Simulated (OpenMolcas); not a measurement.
What dynamic correlation does to the levels of Ta2+

```yaml
Program: OpenMolcas 26.06
Basis: ANO-RCC-VTZP [8s7p5d3f2g1h]
Scalar_Hamiltonian: DKH2, point nucleus
Active_space: 3 electrons in 6 orbitals (5d 6s)
State_averaging: 2S+1 = 4 even, 20 roots; 2S+1 = 2 even, 70 roots
Spin-orbit_coupling: state interaction with AMFI integrals over the reference wave functions, term energies averaged over their components
```

Methods on the same reference wave functions:
A. CASSCF
B. SS-CASPT2, IPEA 0.25 Eh, imaginary shift 0.1 Eh (closed shells correlated: 5s 5p)
C. MS-CASPT2, IPEA 0.25 Eh, imaginary shift 0.1 Eh (closed shells correlated: 5s 5p)

Energies in eV above 5d³ ⁴F_3/2.

```json
{"Level": "5d³ ⁴F_3/2", "A": "0.0000", "B": "0.0000", "C": "0.0000"}
{"Level": "5d³ ⁴F_5/2", "A": "0.3191", "B": "0.348", "C": "0.345"}
{"Level": "5d³ ⁴F_7/2", "A": "0.6350", "B": "0.663", "C": "0.660"}
{"Level": "5d² 6s ⁴F_3/2 [70 %]", "A": "0.8194", "B": "0.705", "C": "0.697"}
{"Level": "5d³ ⁴F_9/2", "A": "0.9120", "B": "0.918", "C": "0.915"}
{"Level": "5d² 6s ⁴F_5/2", "A": "1.0562", "B": "0.933", "C": "0.918"}
{"Level": "5d³ ²P_1/2", "A": "1.2155", "B": "1.031", "C": "1.027"}
{"Level": "5d² 6s ⁴F_7/2", "A": "1.4182", "B": "1.318", "C": "1.310"}
{"Level": "5d³ ²G_7/2", "A": "1.6676", "B": "1.536", "C": "1.534"}
{"Level": "5d³ ²D_5/2 [51 %]", "A": "1.7943", "B": "1.569", "C": "1.548"}
{"Level": "5d³ ²D_3/2 [50 %]", "A": "1.8691", "B": "1.676", "C": "1.652"}
{"Level": "5d³ ⁴P_1/2", "A": "1.8925", "B": "1.721", "C": "1.713"}
{"Level": "5d³ ⁴P_5/2 [56 %]", "A": "2.1069", "B": "1.894", "C": "1.868"}
{"Level": "5d² 6s ⁴P_1/2", "A": "2.4502", "B": "2.189", "C": "2.185"}
{"Level": "5d³ ²H_11/2", "A": "2.5853", "B": "2.406", "C": "2.401"}
{"Level": "5d³ ²H_9/2 [57 %]", "A": "2.5859", "B": "2.425", "C": "2.417"}
{"Level": "5d² 6s ²F_7/2", "A": "2.6536", "B": "2.233", "C": "2.237"}
{"Level": "5d² 6s ⁴P_3/2", "A": "2.6587", "B": "2.410", "C": "2.405"}
{"Level": "5d² 6s ⁴P_5/2", "A": "2.8551", "B": "2.585", "C": "2.595"}
{"Level": "5d² 6s ²D_3/2(1)", "A": "3.6135", "B": "3.082", "C": "3.051"}
{"Level": "5d² 6s ²D_5/2(1) [75 %]", "A": "3.8293", "B": "3.322", "C": "3.324"}
{"Level": "5d² 6s ²G_7/2", "A": "3.9542", "B": "3.480", "C": "3.493"}
{"Level": "5d² 6s ²G_9/2", "A": "4.0104", "B": "3.561", "C": "3.559"}
{"Level": "5d³ ²F_5/2 [59 %]", "A": "4.1516", "B": "3.434", "C": "3.480"}
```

Between B and C the level of the table that moves most is 5d³ ²F_5/2 [59 %], by 370 cm-1 (lowest in B, highest in C). Moves below CASPT2's spread within the term are not significant.

From A to B the spin-free energies of the other terms of 5d³ shown, above ⁴F, scale by factors of 0.73 to 0.87, as is usual when dynamic correlation screens the repulsion within a d or f shell.

The lowest spin-free term lies below A's lowest term by 0.245 hartree in B, 0.245 hartree in C.

CASPT2 does not keep the components of a term degenerate, so their means are used; among the terms shown or strongly mixed into the levels shown the widest spread is 620 cm-1 (5d² 6s ⁴F, C). Configurations are named by rounded mean occupations; where the s occupation lies near a half they are strongly mixed, a name can repeat and a true partner stay unpaired. A single d shell beside an s shell can misplace configurations of different d count against each other. Without dynamic correlation excited terms often stand tens of per cent too high (terms of higher spin than the ground term too low), and those without a measured partner can miss by more than the paired ones (holds for A). The CASPT2 spread within a term exceeds the gap to the next term for 5d³ ²P and 5d² 6s ⁴F, so the order of their levels is uncertain, and so are names and mixing where such terms share a J (holds for B; C). Levels of configurations outside the active space are missing. Levels that lie high or do not pair safely by name in every column are left out.

A share in square brackets marks a mixed level and gives the weight of the term that names it, the lowest over the columns. A number in round brackets counts repeated terms of one configuration in the order of the reference energies.
